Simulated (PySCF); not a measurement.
PySCF was given this input:
```python
from pyscf import gto, scf

mol = gto.Mole()
mol.atom = '''
    Si    0.861351   -0.219520    0.442743
    H     2.208714   -0.511862   -0.052597
    Cl   -0.839272    0.210890   -0.361518
'''
mol.basis = '6-31g'
mol.charge = 1
mol.spin = 1
mol.verbose = 4
mol.build()

mf = scf.UHF(mol)
mf = mf.density_fit(auxbasis='def2-universal-jkfit')
mf.kernel()
mf.analyze()
```

Question: What does this run give for the nuclear repulsion energy, <S^2>, number of basis functions, total energy?

Answer: 
| Item | Result |
|---|---|
| nuclear repulsion energy | 73.1771 Eh |
| <S^2> | 0.757 |
| number of basis functions | 28 |
| total energy | -748.5764 Eh |

These values belong to the state on which the SCF converged, which isn't shown to be the lowest.
